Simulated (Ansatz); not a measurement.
Relaxation of CH₄AlNS (8 atoms, charge 0, multiplicity 1), to a largest force component of 0.02 eV/Å in at most 50 steps.

Method: UKS PBE/def2-SVP in Ansatz.

```xyz
8
Properties=species:S:1:pos:R:3:forces:R:3
Al -0.304 1.649 -0.635 -0.41 0.70 -0.30
N 0.440 -0.034 -0.527 -0.27 0.16 0.11
C 0.310 -0.759 0.511 1.37 0.40 -1.90
S 1.193 -2.361 0.559 -1.58 -0.94 -0.23
H -0.191 2.548 -2.000 0.11 -0.43 0.37
H -1.180 2.294 0.586 0.25 -0.25 -0.14
H -0.180 -0.415 1.401 -0.80 -0.03 1.52
H 0.004 -2.980 0.049 1.32 0.38 0.55
```

Task: Where does it end, and by what steps?

Result: The forces met the threshold. After 16 steps the energy has fallen by 1.024 eV; H7 moved furthest, 1.84 Å.

```tsv
step	energy less start (eV)	largest force component (eV/Å)	accepted
0	0.0000	1.895	yes
1	-0.0151	2.086	yes
2	-0.1823	1.054	yes
3	-0.2185	0.653	yes
4	-0.2941	0.432	yes
5	-0.3863	0.895	yes
6	-0.4910	1.132	yes
7	-0.6193	0.523	yes
8	-0.6823	0.383	yes
9	-0.6927	0.806	yes
10	-0.7938	0.489	yes
11	-0.8714	0.469	yes
12	-0.9369	0.427	yes
13	-1.0050	0.187	yes
14	-1.0206	0.087	yes
15	-1.0238	0.062	yes
16	-1.0244	0.018	yes
```

```xyz
8
Properties=species:S:1:pos:R:3
Al -0.204 1.955 -0.500
N -0.211 0.233 -0.079
C -0.160 -0.982 0.224
S 1.373 -1.876 0.513
H -0.171 2.326 -2.049
H -0.263 2.998 0.704
H -1.060 -1.635 0.345
H 0.788 -3.077 0.786
```

Run time: 29 s on 2 threads of AMD EPYC 7R43 64-Core Processor (Zen 3), on a shared host, peak memory 0.18 GiB.
